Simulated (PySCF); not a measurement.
From computed data to an observable: dipole moment from atomic charges

C2H3Cl2Ga, SMILES [Ga]([Cl])([CH]=C)[Cl]. Atoms are numbered in the order given.

```xyz
8

Ga     0.1331     0.0620     0.0000
Cl     0.6240     2.1455     0.0000
Cl    -1.9642    -0.3956     0.0000
C      1.4191    -1.3724     0.0000
C      1.0012    -2.6483     0.0000
H      2.4931    -1.1481     0.0000
H      1.7071    -3.4890     0.0000
H     -0.0644    -2.9089     0.0000
```

Geometry optimised at r2SCAN-D4/def2-SVP. The structure was generated by enumeration; whether it is a known compound was not checked. One conformer was computed; it need not be the lowest.

Charges (e) from PBE/def2-TZVP in PySCF:

| atom | IAO | Mulliken |
|---|---|---|
| Ga1 | 0.741 | 0.471 |
| Cl2 | -0.277 | -0.237 |
| Cl3 | -0.290 | -0.246 |
| C4 | -0.426 | -0.182 |
| C5 | -0.241 | -0.218 |
| H6 | 0.170 | 0.139 |
| H7 | 0.162 | 0.130 |
| H8 | 0.161 | 0.143 |

The dipole moment of the full density is 2.90 D.

Question: What dipole moment does each set of point charges give, and which comes closer to that of the density?

Answer: 
μ = Σ q r, and 1 e Å = 4.8032 D.
IAO: Σ q r = (0.340, -0.439, 0.000) e Å, |μ| = 2.67 D.
Mulliken: Σ q r = (0.481, -0.584, 0.000) e Å, |μ| = 3.63 D.
IAO comes closer in size. Point charges leave out the atoms' own dipoles (lone pairs, polarised bonds); fits to the potential absorb them, partitions of the density don't.
